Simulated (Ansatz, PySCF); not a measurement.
Bond stretch in BH, singlet.

Levels of theory: UHF/aug-cc-pVQZ (Ansatz, a program for electronic structure); RHF/aug-cc-pVQZ (Ansatz); UKS-CAM-B3LYP = unrestricted CAM-B3LYP/aug-cc-pVQZ run with Ansatz; RKS-CAM-B3LYP = restricted CAM-B3LYP/aug-cc-pVQZ (Ansatz); UKS-BLYP = unrestricted BLYP/aug-cc-pVQZ (Ansatz); RKS-BLYP = restricted BLYP/aug-cc-pVQZ (Ansatz); UKS-PBE = unrestricted PBE/aug-cc-pVQZ (Ansatz); RKS-PBE = restricted PBE/aug-cc-pVQZ (Ansatz); UKS-B3LYP/6-31G* = unrestricted B3LYP/6-31G*, spherical d run with PySCF; RKS-B3LYP/6-31G* = restricted B3LYP/6-31G*, spherical d run with PySCF 2.14.0; UKS-M06-2X/6-31G* = unrestricted M06-2X/6-31G*, spherical d (PySCF 2.14.0); RKS-M06-2X/6-31G* = restricted M06-2X/6-31G*, spherical d run with PySCF; UKS-B3LYP/LANL2DZ = unrestricted B3LYP/LANL2DZ (PySCF 2.14.0); RKS-B3LYP/LANL2DZ = restricted B3LYP/LANL2DZ (PySCF).

Scanned distances (Å): 0.99, 1.05, 1.13, 1.18, 1.22, 1.24, 1.27, 1.32, 1.38, 1.44, 1.53, 1.66, 1.89, 2.08, 2.20, 2.48, 2.73, 3.02, 3.39, 3.75, 4.35, 4.96.

Where does the unrestricted solution first break spin symmetry (<S²> of 0.01 or more)?

UHF: already at 0.99 Å; UKS-CAM-B3LYP: already at 0.99 Å; UKS-BLYP: already at 0.99 Å; UKS-PBE: already at 0.99 Å; UKS-B3LYP/6-31G*: already at 0.99 Å; UKS-M06-2X/6-31G*: already at 0.99 Å; UKS-B3LYP/LANL2DZ: already at 0.99 Å.

```json
[
 {"R / Å": "0.99", "<S²> UHF": "0.53", "E(RHF) − E(UHF) / kJ/mol": "21.9", "<S²> UKS-CAM-B3LYP": "0.18", "E(RKS-CAM-B3LYP) − E(UKS-CAM-B3LYP) / kJ/mol": "1.6", "<S²> UKS-BLYP": "0.15", "E(RKS-BLYP) − E(UKS-BLYP) / kJ/mol": "1.1", "<S²> UKS-PBE": "0.29", "E(RKS-PBE) − E(UKS-PBE) / kJ/mol": "4.1", "<S²> UKS-B3LYP/6-31G*": "0.23", "E(RKS-B3LYP/6-31G*) − E(UKS-B3LYP/6-31G*) / kJ/mol": "2.8", "<S²> UKS-M06-2X/6-31G*": "0.11", "E(RKS-M06-2X/6-31G*) − E(UKS-M06-2X/6-31G*) / kJ/mol": "0.5", "<S²> UKS-B3LYP/LANL2DZ": "0.29", "E(RKS-B3LYP/LANL2DZ) − E(UKS-B3LYP/LANL2DZ) / kJ/mol": "4.5"},
 {"R / Å": "1.05", "<S²> UHF": "0.52", "E(RHF) − E(UHF) / kJ/mol": "20.8", "<S²> UKS-CAM-B3LYP": "0.16", "E(RKS-CAM-B3LYP) − E(UKS-CAM-B3LYP) / kJ/mol": "1.2", "<S²> UKS-BLYP": "0.13", "E(RKS-BLYP) − E(UKS-BLYP) / kJ/mol": "0.8", "<S²> UKS-PBE": "0.26", "E(RKS-PBE) − E(UKS-PBE) / kJ/mol": "3.3", "<S²> UKS-B3LYP/6-31G*": "0.20", "E(RKS-B3LYP/6-31G*) − E(UKS-B3LYP/6-31G*) / kJ/mol": "2.1", "<S²> UKS-M06-2X/6-31G*": "0.07", "E(RKS-M06-2X/6-31G*) − E(UKS-M06-2X/6-31G*) / kJ/mol": "0.2", "<S²> UKS-B3LYP/LANL2DZ": "0.26", "E(RKS-B3LYP/LANL2DZ) − E(UKS-B3LYP/LANL2DZ) / kJ/mol": "3.4"},
 {"R / Å": "1.13", "<S²> UHF": "0.50", "E(RHF) − E(UHF) / kJ/mol": "19.1", "<S²> UKS-CAM-B3LYP": "0.12", "E(RKS-CAM-B3LYP) − E(UKS-CAM-B3LYP) / kJ/mol": "0.7", "<S²> UKS-BLYP": "0.09", "E(RKS-BLYP) − E(UKS-BLYP) / kJ/mol": "0.4", "<S²> UKS-PBE": "0.22", "E(RKS-PBE) − E(UKS-PBE) / kJ/mol": "2.3", "<S²> UKS-B3LYP/6-31G*": "0.16", "E(RKS-B3LYP/6-31G*) − E(UKS-B3LYP/6-31G*) / kJ/mol": "1.3", "<S²> UKS-M06-2X/6-31G*": "0.01", "E(RKS-M06-2X/6-31G*) − E(UKS-M06-2X/6-31G*) / kJ/mol": "0.0", "<S²> UKS-B3LYP/LANL2DZ": "0.20", "E(RKS-B3LYP/LANL2DZ) − E(UKS-B3LYP/LANL2DZ) / kJ/mol": "2.0"},
 {"R / Å": "1.18", "<S²> UHF": "0.49", "E(RHF) − E(UHF) / kJ/mol": "18.1", "<S²> UKS-CAM-B3LYP": "0.10", "E(RKS-CAM-B3LYP) − E(UKS-CAM-B3LYP) / kJ/mol": "0.5", "<S²> UKS-BLYP": "0.06", "E(RKS-BLYP) − E(UKS-BLYP) / kJ/mol": "0.2", "<S²> UKS-PBE": "0.20", "E(RKS-PBE) − E(UKS-PBE) / kJ/mol": "1.8", "<S²> UKS-B3LYP/6-31G*": "0.13", "E(RKS-B3LYP/6-31G*) − E(UKS-B3LYP/6-31G*) / kJ/mol": "0.9", "<S²> UKS-M06-2X/6-31G*": "0.00", "E(RKS-M06-2X/6-31G*) − E(UKS-M06-2X/6-31G*) / kJ/mol": "0.0", "<S²> UKS-B3LYP/LANL2DZ": "0.17", "E(RKS-B3LYP/LANL2DZ) − E(UKS-B3LYP/LANL2DZ) / kJ/mol": "1.4"},
 {"R / Å": "1.22", "<S²> UHF": "0.48", "E(RHF) − E(UHF) / kJ/mol": "17.3", "<S²> UKS-CAM-B3LYP": "0.08", "E(RKS-CAM-B3LYP) − E(UKS-CAM-B3LYP) / kJ/mol": "0.3", "<S²> UKS-BLYP": "0.04", "E(RKS-BLYP) − E(UKS-BLYP) / kJ/mol": "0.1", "<S²> UKS-PBE": "0.17", "E(RKS-PBE) − E(UKS-PBE) / kJ/mol": "1.4", "<S²> UKS-B3LYP/6-31G*": "0.11", "E(RKS-B3LYP/6-31G*) − E(UKS-B3LYP/6-31G*) / kJ/mol": "0.6", "<S²> UKS-M06-2X/6-31G*": "0.00", "E(RKS-M06-2X/6-31G*) − E(UKS-M06-2X/6-31G*) / kJ/mol": "0.0", "<S²> UKS-B3LYP/LANL2DZ": "0.14", "E(RKS-B3LYP/LANL2DZ) − E(UKS-B3LYP/LANL2DZ) / kJ/mol": "0.9"},
 {"R / Å": "1.24", "<S²> UHF": "0.48", "E(RHF) − E(UHF) / kJ/mol": "16.9", "<S²> UKS-CAM-B3LYP": "0.07", "E(RKS-CAM-B3LYP) − E(UKS-CAM-B3LYP) / kJ/mol": "0.3", "<S²> UKS-BLYP": "0.03", "E(RKS-BLYP) − E(UKS-BLYP) / kJ/mol": "0.1", "<S²> UKS-PBE": "0.16", "E(RKS-PBE) − E(UKS-PBE) / kJ/mol": "1.2", "<S²> UKS-B3LYP/6-31G*": "0.10", "E(RKS-B3LYP/6-31G*) − E(UKS-B3LYP/6-31G*) / kJ/mol": "0.5", "<S²> UKS-M06-2X/6-31G*": "0.00", "E(RKS-M06-2X/6-31G*) − E(UKS-M06-2X/6-31G*) / kJ/mol": "0.0", "<S²> UKS-B3LYP/LANL2DZ": "0.12", "E(RKS-B3LYP/LANL2DZ) − E(UKS-B3LYP/LANL2DZ) / kJ/mol": "0.7"},
 {"R / Å": "1.27", "<S²> UHF": "0.47", "E(RHF) − E(UHF) / kJ/mol": "16.3", "<S²> UKS-CAM-B3LYP": "0.06", "E(RKS-CAM-B3LYP) − E(UKS-CAM-B3LYP) / kJ/mol": "0.2", "<S²> UKS-BLYP": "0.02", "E(RKS-BLYP) − E(UKS-BLYP) / kJ/mol": "0.0", "<S²> UKS-PBE": "0.14", "E(RKS-PBE) − E(UKS-PBE) / kJ/mol": "0.9", "<S²> UKS-B3LYP/6-31G*": "0.08", "E(RKS-B3LYP/6-31G*) − E(UKS-B3LYP/6-31G*) / kJ/mol": "0.3", "<S²> UKS-M06-2X/6-31G*": "0.00", "E(RKS-M06-2X/6-31G*) − E(UKS-M06-2X/6-31G*) / kJ/mol": "0.0", "<S²> UKS-B3LYP/LANL2DZ": "0.10", "E(RKS-B3LYP/LANL2DZ) − E(UKS-B3LYP/LANL2DZ) / kJ/mol": "0.5"},
 {"R / Å": "1.32", "<S²> UHF": "0.46", "E(RHF) − E(UHF) / kJ/mol": "15.3", "<S²> UKS-CAM-B3LYP": "0.04", "E(RKS-CAM-B3LYP) − E(UKS-CAM-B3LYP) / kJ/mol": "0.1", "<S²> UKS-BLYP": "0.00", "E(RKS-BLYP) − E(UKS-BLYP) / kJ/mol": "0.0", "<S²> UKS-PBE": "0.11", "E(RKS-PBE) − E(UKS-PBE) / kJ/mol": "0.6", "<S²> UKS-B3LYP/6-31G*": "0.05", "E(RKS-B3LYP/6-31G*) − E(UKS-B3LYP/6-31G*) / kJ/mol": "0.1", "<S²> UKS-M06-2X/6-31G*": "0.00", "E(RKS-M06-2X/6-31G*) − E(UKS-M06-2X/6-31G*) / kJ/mol": "0.0", "<S²> UKS-B3LYP/LANL2DZ": "0.07", "E(RKS-B3LYP/LANL2DZ) − E(UKS-B3LYP/LANL2DZ) / kJ/mol": "0.2"},
 {"R / Å": "1.38", "<S²> UHF": "0.44", "E(RHF) − E(UHF) / kJ/mol": "14.1", "<S²> UKS-CAM-B3LYP": "0.01", "E(RKS-CAM-B3LYP) − E(UKS-CAM-B3LYP) / kJ/mol": "0.0", "<S²> UKS-BLYP": "0.00", "E(RKS-BLYP) − E(UKS-BLYP) / kJ/mol": "0.0", "<S²> UKS-PBE": "0.08", "E(RKS-PBE) − E(UKS-PBE) / kJ/mol": "0.3", "<S²> UKS-B3LYP/6-31G*": "0.02", "E(RKS-B3LYP/6-31G*) − E(UKS-B3LYP/6-31G*) / kJ/mol": "0.0", "<S²> UKS-M06-2X/6-31G*": "0.00", "E(RKS-M06-2X/6-31G*) − E(UKS-M06-2X/6-31G*) / kJ/mol": "0.0", "<S²> UKS-B3LYP/LANL2DZ": "0.02", "E(RKS-B3LYP/LANL2DZ) − E(UKS-B3LYP/LANL2DZ) / kJ/mol": "0.0"},
 {"R / Å": "1.44", "<S²> UHF": "0.43", "E(RHF) − E(UHF) / kJ/mol": "13.0", "<S²> UKS-CAM-B3LYP": "0.00", "E(RKS-CAM-B3LYP) − E(UKS-CAM-B3LYP) / kJ/mol": "0.0", "<S²> UKS-BLYP": "0.00", "E(RKS-BLYP) − E(UKS-BLYP) / kJ/mol": "0.0", "<S²> UKS-PBE": "0.04", "E(RKS-PBE) − E(UKS-PBE) / kJ/mol": "0.1", "<S²> UKS-B3LYP/6-31G*": "0.00", "E(RKS-B3LYP/6-31G*) − E(UKS-B3LYP/6-31G*) / kJ/mol": "0.0", "<S²> UKS-M06-2X/6-31G*": "0.00", "E(RKS-M06-2X/6-31G*) − E(UKS-M06-2X/6-31G*) / kJ/mol": "0.0", "<S²> UKS-B3LYP/LANL2DZ": "0.00", "E(RKS-B3LYP/LANL2DZ) − E(UKS-B3LYP/LANL2DZ) / kJ/mol": "0.0"},
 {"R / Å": "1.53", "<S²> UHF": "0.40", "E(RHF) − E(UHF) / kJ/mol": "11.4", "<S²> UKS-CAM-B3LYP": "0.00", "E(RKS-CAM-B3LYP) − E(UKS-CAM-B3LYP) / kJ/mol": "0.0", "<S²> UKS-BLYP": "0.00", "E(RKS-BLYP) − E(UKS-BLYP) / kJ/mol": "0.0", "<S²> UKS-PBE": "0.00", "E(RKS-PBE) − E(UKS-PBE) / kJ/mol": "0.0", "<S²> UKS-B3LYP/6-31G*": "0.00", "E(RKS-B3LYP/6-31G*) − E(UKS-B3LYP/6-31G*) / kJ/mol": "0.0", "<S²> UKS-M06-2X/6-31G*": "0.00", "E(RKS-M06-2X/6-31G*) − E(UKS-M06-2X/6-31G*) / kJ/mol": "0.0", "<S²> UKS-B3LYP/LANL2DZ": "0.00", "E(RKS-B3LYP/LANL2DZ) − E(UKS-B3LYP/LANL2DZ) / kJ/mol": "0.0"},
 {"R / Å": "1.66", "<S²> UHF": "0.37", "E(RHF) − E(UHF) / kJ/mol": "9.3", "<S²> UKS-CAM-B3LYP": "0.00", "E(RKS-CAM-B3LYP) − E(UKS-CAM-B3LYP) / kJ/mol": "0.0", "<S²> UKS-BLYP": "0.00", "E(RKS-BLYP) − E(UKS-BLYP) / kJ/mol": "0.0", "<S²> UKS-PBE": "0.00", "E(RKS-PBE) − E(UKS-PBE) / kJ/mol": "0.0", "<S²> UKS-B3LYP/6-31G*": "0.00", "E(RKS-B3LYP/6-31G*) − E(UKS-B3LYP/6-31G*) / kJ/mol": "0.0", "<S²> UKS-M06-2X/6-31G*": "0.00", "E(RKS-M06-2X/6-31G*) − E(UKS-M06-2X/6-31G*) / kJ/mol": "0.0", "<S²> UKS-B3LYP/LANL2DZ": "0.00", "E(RKS-B3LYP/LANL2DZ) − E(UKS-B3LYP/LANL2DZ) / kJ/mol": "0.0"},
 {"R / Å": "1.89", "<S²> UHF": "0.40", "E(RHF) − E(UHF) / kJ/mol": "7.4", "<S²> UKS-CAM-B3LYP": "0.00", "E(RKS-CAM-B3LYP) − E(UKS-CAM-B3LYP) / kJ/mol": "0.0", "<S²> UKS-BLYP": "0.00", "E(RKS-BLYP) − E(UKS-BLYP) / kJ/mol": "0.0", "<S²> UKS-PBE": "0.00", "E(RKS-PBE) − E(UKS-PBE) / kJ/mol": "0.0", "<S²> UKS-B3LYP/6-31G*": "0.00", "E(RKS-B3LYP/6-31G*) − E(UKS-B3LYP/6-31G*) / kJ/mol": "0.0", "<S²> UKS-M06-2X/6-31G*": "0.00", "E(RKS-M06-2X/6-31G*) − E(UKS-M06-2X/6-31G*) / kJ/mol": "0.0", "<S²> UKS-B3LYP/LANL2DZ": "0.00", "E(RKS-B3LYP/LANL2DZ) − E(UKS-B3LYP/LANL2DZ) / kJ/mol": "0.0"},
 {"R / Å": "2.08", "<S²> UHF": "0.59", "E(RHF) − E(UHF) / kJ/mol": "28.0", "<S²> UKS-CAM-B3LYP": "0.00", "E(RKS-CAM-B3LYP) − E(UKS-CAM-B3LYP) / kJ/mol": "0.0", "<S²> UKS-BLYP": "0.00", "E(RKS-BLYP) − E(UKS-BLYP) / kJ/mol": "0.0", "<S²> UKS-PBE": "0.00", "E(RKS-PBE) − E(UKS-PBE) / kJ/mol": "0.0", "<S²> UKS-B3LYP/6-31G*": "0.00", "E(RKS-B3LYP/6-31G*) − E(UKS-B3LYP/6-31G*) / kJ/mol": "0.0", "<S²> UKS-M06-2X/6-31G*": "0.00", "E(RKS-M06-2X/6-31G*) − E(UKS-M06-2X/6-31G*) / kJ/mol": "0.0", "<S²> UKS-B3LYP/LANL2DZ": "0.00", "E(RKS-B3LYP/LANL2DZ) − E(UKS-B3LYP/LANL2DZ) / kJ/mol": "0.0"},
 {"R / Å": "2.20", "<S²> UHF": "0.66", "E(RHF) − E(UHF) / kJ/mol": "49.5", "<S²> UKS-CAM-B3LYP": "0.19", "E(RKS-CAM-B3LYP) − E(UKS-CAM-B3LYP) / kJ/mol": "2.4", "<S²> UKS-BLYP": "0.00", "E(RKS-BLYP) − E(UKS-BLYP) / kJ/mol": "0.0", "<S²> UKS-PBE": "0.00", "E(RKS-PBE) − E(UKS-PBE) / kJ/mol": "0.0", "<S²> UKS-B3LYP/6-31G*": "0.02", "E(RKS-B3LYP/6-31G*) − E(UKS-B3LYP/6-31G*) / kJ/mol": "0.0", "<S²> UKS-M06-2X/6-31G*": "0.01", "E(RKS-M06-2X/6-31G*) − E(UKS-M06-2X/6-31G*) / kJ/mol": "0.0", "<S²> UKS-B3LYP/LANL2DZ": "0.00", "E(RKS-B3LYP/LANL2DZ) − E(UKS-B3LYP/LANL2DZ) / kJ/mol": "0.0"},
 {"R / Å": "2.48", "<S²> UHF": "0.84", "E(RHF) − E(UHF) / kJ/mol": "106.7", "<S²> UKS-CAM-B3LYP": "0.55", "E(RKS-CAM-B3LYP) − E(UKS-CAM-B3LYP) / kJ/mol": "25.0", "<S²> UKS-BLYP": "0.19", "E(RKS-BLYP) − E(UKS-BLYP) / kJ/mol": "1.9", "<S²> UKS-PBE": "0.16", "E(RKS-PBE) − E(UKS-PBE) / kJ/mol": "0.8", "<S²> UKS-B3LYP/6-31G*": "0.44", "E(RKS-B3LYP/6-31G*) − E(UKS-B3LYP/6-31G*) / kJ/mol": "13.2", "<S²> UKS-M06-2X/6-31G*": "0.49", "E(RKS-M06-2X/6-31G*) − E(UKS-M06-2X/6-31G*) / kJ/mol": "15.4", "<S²> UKS-B3LYP/LANL2DZ": "0.43", "E(RKS-B3LYP/LANL2DZ) − E(UKS-B3LYP/LANL2DZ) / kJ/mol": "12.3"},
 {"R / Å": "2.73", "<S²> UHF": "0.92", "E(RHF) − E(UHF) / kJ/mol": "157.3", "<S²> UKS-CAM-B3LYP": "0.73", "E(RKS-CAM-B3LYP) − E(UKS-CAM-B3LYP) / kJ/mol": "53.7", "<S²> UKS-BLYP": "0.47", "E(RKS-BLYP) − E(UKS-BLYP) / kJ/mol": "12.2", "<S²> UKS-PBE": "0.52", "E(RKS-PBE) − E(UKS-PBE) / kJ/mol": "12.1", "<S²> UKS-B3LYP/6-31G*": "0.65", "E(RKS-B3LYP/6-31G*) − E(UKS-B3LYP/6-31G*) / kJ/mol": "35.4", "<S²> UKS-M06-2X/6-31G*": "0.74", "E(RKS-M06-2X/6-31G*) − E(UKS-M06-2X/6-31G*) / kJ/mol": "45.0", "<S²> UKS-B3LYP/LANL2DZ": "0.66", "E(RKS-B3LYP/LANL2DZ) − E(UKS-B3LYP/LANL2DZ) / kJ/mol": "34.6"},
 {"R / Å": "3.02", "<S²> UHF": "0.97", "E(RHF) − E(UHF) / kJ/mol": "210.6", "<S²> UKS-CAM-B3LYP": "0.86", "E(RKS-CAM-B3LYP) − E(UKS-CAM-B3LYP) / kJ/mol": "88.3", "<S²> UKS-BLYP": "0.67", "E(RKS-BLYP) − E(UKS-BLYP) / kJ/mol": "28.6", "<S²> UKS-PBE": "0.74", "E(RKS-PBE) − E(UKS-PBE) / kJ/mol": "31.3", "<S²> UKS-B3LYP/6-31G*": "0.80", "E(RKS-B3LYP/6-31G*) − E(UKS-B3LYP/6-31G*) / kJ/mol": "63.6", "<S²> UKS-M06-2X/6-31G*": "0.88", "E(RKS-M06-2X/6-31G*) − E(UKS-M06-2X/6-31G*) / kJ/mol": "84.1", "<S²> UKS-B3LYP/LANL2DZ": "0.82", "E(RKS-B3LYP/LANL2DZ) − E(UKS-B3LYP/LANL2DZ) / kJ/mol": "63.6"},
 {"R / Å": "3.39", "<S²> UHF": "0.99", "E(RHF) − E(UHF) / kJ/mol": "268.4", "<S²> UKS-CAM-B3LYP": "0.94", "E(RKS-CAM-B3LYP) − E(UKS-CAM-B3LYP) / kJ/mol": "129.0", "<S²> UKS-BLYP": "0.81", "E(RKS-BLYP) − E(UKS-BLYP) / kJ/mol": "48.9", "<S²> UKS-PBE": "0.89", "E(RKS-PBE) − E(UKS-PBE) / kJ/mol": "55.8", "<S²> UKS-B3LYP/6-31G*": "0.91", "E(RKS-B3LYP/6-31G*) − E(UKS-B3LYP/6-31G*) / kJ/mol": "97.1", "<S²> UKS-M06-2X/6-31G*": "1.00", "E(RKS-M06-2X/6-31G*) − E(UKS-M06-2X/6-31G*) / kJ/mol": "125.5", "<S²> UKS-B3LYP/LANL2DZ": "0.92", "E(RKS-B3LYP/LANL2DZ) − E(UKS-B3LYP/LANL2DZ) / kJ/mol": "98.0"},
 {"R / Å": "3.75", "<S²> UHF": "1.00", "E(RHF) − E(UHF) / kJ/mol": "314.1", "<S²> UKS-CAM-B3LYP": "0.98", "E(RKS-CAM-B3LYP) − E(UKS-CAM-B3LYP) / kJ/mol": "162.4", "<S²> UKS-BLYP": "0.89", "E(RKS-BLYP) − E(UKS-BLYP) / kJ/mol": "64.9", "<S²> UKS-PBE": "0.97", "E(RKS-PBE) − E(UKS-PBE) / kJ/mol": "76.0", "<S²> UKS-B3LYP/6-31G*": "0.97", "E(RKS-B3LYP/6-31G*) − E(UKS-B3LYP/6-31G*) / kJ/mol": "124.5", "<S²> UKS-M06-2X/6-31G*": "1.00", "E(RKS-M06-2X/6-31G*) − E(UKS-M06-2X/6-31G*) / kJ/mol": "169.3", "<S²> UKS-B3LYP/LANL2DZ": "0.97", "E(RKS-B3LYP/LANL2DZ) − E(UKS-B3LYP/LANL2DZ) / kJ/mol": "125.9"},
 {"R / Å": "4.35", "<S²> UHF": "1.01", "E(RHF) − E(UHF) / kJ/mol": "371.7", "<S²> UKS-CAM-B3LYP": "1.00", "E(RKS-CAM-B3LYP) − E(UKS-CAM-B3LYP) / kJ/mol": "204.7", "<S²> UKS-BLYP": "0.97", "E(RKS-BLYP) − E(UKS-BLYP) / kJ/mol": "83.7", "<S²> UKS-PBE": "1.00", "E(RKS-PBE) − E(UKS-PBE) / kJ/mol": "99.7", "<S²> UKS-B3LYP/6-31G*": "1.00", "E(RKS-B3LYP/6-31G*) − E(UKS-B3LYP/6-31G*) / kJ/mol": "157.3", "<S²> UKS-M06-2X/6-31G*": "1.00", "E(RKS-M06-2X/6-31G*) − E(UKS-M06-2X/6-31G*) / kJ/mol": "217.8", "<S²> UKS-B3LYP/LANL2DZ": "0.99", "E(RKS-B3LYP/LANL2DZ) − E(UKS-B3LYP/LANL2DZ) / kJ/mol": "159.4"},
 {"R / Å": "4.96", "<S²> UHF": "1.01", "E(RHF) − E(UHF) / kJ/mol": "412.8", "<S²> UKS-CAM-B3LYP": "1.00", "E(RKS-CAM-B3LYP) − E(UKS-CAM-B3LYP) / kJ/mol": "233.8", "<S²> UKS-BLYP": "1.00", "E(RKS-BLYP) − E(UKS-BLYP) / kJ/mol": "95.3", "<S²> UKS-PBE": "1.00", "E(RKS-PBE) − E(UKS-PBE) / kJ/mol": "113.3", "<S²> UKS-B3LYP/6-31G*": "1.00", "E(RKS-B3LYP/6-31G*) − E(UKS-B3LYP/6-31G*) / kJ/mol": "175.9", "<S²> UKS-M06-2X/6-31G*": "1.00", "E(RKS-M06-2X/6-31G*) − E(UKS-M06-2X/6-31G*) / kJ/mol": "246.2", "<S²> UKS-B3LYP/LANL2DZ": "1.00", "E(RKS-B3LYP/LANL2DZ) − E(UKS-B3LYP/LANL2DZ) / kJ/mol": "179.7"}
]
```
